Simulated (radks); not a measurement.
Results of a calculation; reference values are marked as such.
Ionisation of neutral krypton, [Kr], to Kr+, [Ar] 3d10 4s2 4p5, under several functionals. Dirac Kohn-Sham, spin-unpolarised, spherical densities, point nucleus; open shells are shared between the two j in proportion to 2j + 1; a radial shooting solver on a logarithmic mesh with Libxc functionals.

| functional | E(Kr) (hartree) | Exc (hartree) | IE (eV) | -e(HOMO) (eV) | <r> HOMO (bohr) | IE error (eV) |
|---|---|---|---|---|---|---|
| XLYP | -2791.28666 | -97.40804 | 14.163 | 8.914 | 1.970 | +0.163 |
| OLYP | -2791.65304 | -97.86057 | 14.250 | 8.969 | 1.956 | +0.251 |
| LDA (Slater exchange, Perdew-Wang correlation) | -2787.05695 | -93.11767 | 14.442 | 9.179 | 1.961 | +0.442 |
| HCTH/407 | -2792.33353 | -98.59501 | 14.538 | 9.254 | 1.952 | +0.538 |
| SOGGA | -2788.42578 | -94.51226 | 14.205 | 8.948 | 1.960 | +0.206 |
| exchange-only LDA | -2783.78228 | -89.78481 | 13.118 | 7.921 | 1.982 | -0.882 |
| PW91 | -2791.04474 | -97.17432 | 14.354 | 9.093 | 1.961 | +0.354 |
| PBE | -2790.47967 | -96.59756 | 14.296 | 9.041 | 1.962 | +0.297 |
| AM05 | -2787.23363 | -93.30282 | 14.265 | 9.001 | 1.958 | +0.265 |

NIST Atomic Spectra Database: 14.000 eV (measured). Closest: XLYP. The Delta-SCF values span 1.42 eV, the total energies 8.55 hartree. The highest occupied level is 4p3/2. Spin polarisation and multiplet splitting are left out, so open shells lie too high by an amount that depends on their filling. Sharing an open shell by 2j + 1 raises it above the true ground level by a part of the spin-orbit splitting, which enters the differences from NIST.

Beside tabulated values, note that spin-unpolarised runs miss the spin-polarisation part of the exchange energy of open shells.
